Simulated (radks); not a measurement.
He II, 1 electrons, occupied as 2s1 (not the ground configuration).

Calculated with a radial shooting solver on a logarithmic mesh with Libxc functionals: Dirac Kohn-Sham, LDA (Slater exchange, Perdew-Wang correlation), spin-unpolarised, spherical densities, point nucleus.

Energy parts (eV):
total: -13.293
kinetic: 12.921
electron-nucleus: -26.529
Hartree: 4.046
exchange-correlation: -3.730

Orbitals (lengths in bohr, moments of r in powers of bohr):
orbital  occ.  eigenvalue (eV)     <r>   <r^2>
1s1/2       0         -50.7272  0.7270  0.7101
2s1/2       1         -10.3657   3.034   10.71
2p1/2       0          -9.7026   2.674   8.539
2p3/2       0          -9.7021   2.674   8.540
3d3/2       0          -2.9684   5.596   36.27
3d5/2       0          -2.9684   5.596   36.27

The highest occupied level is 2s1/2 at -10.366 eV. The configuration is held as typed, so some empty levels lie below it. The density falls to 0.001 e/bohr^3 at r = 3.99 bohr. Summed over all electrons, <r^2> = 10.71 bohr^2, which gives a Langevin (diamagnetic) susceptibility term of -8.48 x 10^-6 cm^3/mol.
